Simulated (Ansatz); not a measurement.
Gas-phase electronic energies from Ansatz, PBE0-D4/def2-TZVP geometries. CBS: MP2 limit from def2 TZ/QZ plus the TZ coupled-cluster correction, frozen cores. This one scheme is used for every species. Functionals use def2-TZVPP. Each species was taken in one conformer, which may not be the lowest.

Reaction (substitution at a C–B bond): `C#CB(C)F` + `O[SiH2]F` → `C#CO[SiH2]F` + `CBF`

`C#CB(C)F`:

Cartesian coordinates in Å:
```
C 0.171 -2.396 -0.013
C -0.185 -1.253 -0.160
B -0.587 0.215 -0.317
C 0.278 1.385 0.234
F -1.719 0.469 -0.965
H 0.476 -3.410 0.112
H -0.210 2.356 0.139
H 1.229 1.419 -0.311
H 0.547 1.214 1.281
```

`O[SiH2]F`:

```xyz
6

O     0.999   -0.093   -0.783
Si   -0.246   -0.153    0.267
F    -1.628    0.159   -0.469
H     1.282    0.757   -1.122
H    -0.296   -1.537    0.773
H    -0.112    0.867    1.333
```

`C#CO[SiH2]F`:

Cartesian coordinates in Å:
```
C 1.274 -1.079 1.569
C 0.421 -0.909 0.745
O -0.505 -0.740 -0.143
Si -0.710 0.719 -0.923
F -1.930 0.466 -1.897
H 2.026 -1.244 2.301
H 0.496 1.030 -1.712
H -1.071 1.757 0.061
```

`CBF`:

```xyz
7

C     0.333   -0.222    0.559
B    -0.427    0.278   -0.700
F     0.224    0.881   -1.685
H     1.406   -0.024    0.538
H     0.173   -1.300    0.682
H    -0.098    0.235    1.457
H    -1.612    0.152   -0.852
```

| level | ΔE (kJ/mol) | difference from CCSD(T)/CBS |
| --- | --- | --- |
| PBE-D4 | 143.0 | -14.0 |
| revPBE-D4 | 143.6 | -13.4 |
| BLYP-D4 | 144.1 | -12.9 |
| B97M-V | 154.1 | -2.9 |
| r2SCANh-D4 | 149.2 | -7.8 |
| ωB97X-V | 143.4 | -13.6 |
| PBE | 143.0 | -14.0 |
| BLYP | 144.2 | -12.8 |
| r2SCAN | 149.5 | -7.5 |
| BHLYP | 146.1 | -10.9 |
| LC-ωPBE | 141.4 | -15.6 |
| HF/def2-SVP | 138.1 | -18.9 |
| MP2/def2-SVP | 145.3 | -11.7 |
| SCS-MP2/def2-TZVPP | 154.5 | -2.5 |
| CCSD/def2-TZVPP | 153.5 | -3.5 |
| CCSD/CBS(def2) | 156.0 | -1.0 |
| CCSD(T)/CBS | 157.0 | 0 |

(1) What do rigid-rotor, harmonic-oscillator terms from PBE0-D4/def2-TZVP frequencies (298.15 K, 1 bar) make of the CCSD(T)/CBS value? (An estimate is asked.)

Largest T1 diagnostic among the species: 0.013.

## Answers

(1) The calculation gave: ΔZPE = -4.6 kJ/mol, ΔH = +152.6 kJ/mol, ΔS = 0 J/(mol·K), ΔG = +152.5 kJ/mol. Modes under 50 cm⁻¹ make the entropy rough.

At CCSD(T), def2-SVP lies −15.4 kJ/mol from the extrapolated value and def2-TZVPP −2.5 kJ/mol. In def2-TZVPP, CCSD(T) changes the Hartree–Fock value by +10.1 kJ/mol (the triples alone add +1.0 kJ/mol) and MP2 by +14.0 kJ/mol.
